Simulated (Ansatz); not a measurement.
Stepwise reaction of `CB(N)N` with methanol, as a gas-phase model of exchange steps in deposition or etching. ΔE in kJ/mol.

Program: Ansatz. Geometries: PBE0-D4/def2-TZVP. ΔE: electronic, gas phase. CBS: MP2 limit from def2 TZ/QZ plus the TZ coupled-cluster correction, frozen cores. This one scheme is used for every species. DFT in def2-TZVPP. B3LYP here is the variant with VWN-RPA as its local correlation; programs differ in this. Each species was taken in one conformer, which may not be the lowest.

```csv
step,reaction,PBE-D4,B3LYP-D4,ωB97M-V,CCSD(T)/CBS
1,`CB(N)N` + CH₃OH → `COB(C)N` + NH₃,-28.5,-31.3,-31.2,-31.4
```

Q: Give the row of step 2, `COB(C)N` + CH₃OH → `COB(C)OC` + NH₃. (Best estimate.)

A: Computed: 
```
step                              reaction  PBE-D4  B3LYP-D4  ωB97M-V  CCSD(T)/CBS
   2  `COB(C)N` + CH₃OH → `COB(C)OC` + NH₃   -26.9     -30.3    -30.2        -31.4
```

Q: By hand: ΔE of the 2 steps together at CCSD(T)/CBS.

A: (-31.4) + (-31.4) = -62.8 kJ/mol, or -31.4 kJ/mol a step.

In ΔE the steps differ by no more than 0.0 kJ/mol. All are downhill at CCSD(T)/CBS. PBE-D4 differs from CCSD(T)/CBS by 2.9 to 4.5 kJ/mol a step. Isolated molecules leave out the surface, adducts and barriers. Largest T1 diagnostic: 0.012.
